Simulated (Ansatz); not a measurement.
The same silylene extrusion along the group F, Cl, Br.

Isolated molecules relaxed with PBE0-D4/def2-TZVP in Ansatz; ΔE leaves out vibrations. CCSD(T)/CBS adds triple-zeta CCSD(T) − MP2 to the extrapolated MP2 energy (def2 sets, frozen cores). This one scheme is used for every species. DFT in def2-TZVPP. For Br outer-core shells are correlated without core-valence functions, which leaves a few kJ/mol of doubt a bond. Scalar relativity is left out up to krypton. One conformer a species, not always the lowest.

| reaction | CCSD(T)/CBS(def2) (kJ/mol) |
| --- | --- |
| `CO[SiH](O)F` → H–F + `CO[Si]O` | 293 |
| `CO[SiH](O)Cl` → HCl + `CO[Si]O` | 246 |
| `CO[SiH](O)Br` → HBr + `CO[Si]O` | ? |

Problem. Fill in the missing values. (Estimate.)

Solution. Computed: `CO[SiH](O)Br` → HBr + `CO[Si]O`: +242.5 kJ/mol.

Largest T1 diagnostic: 0.014, for `CO[Si]O`.
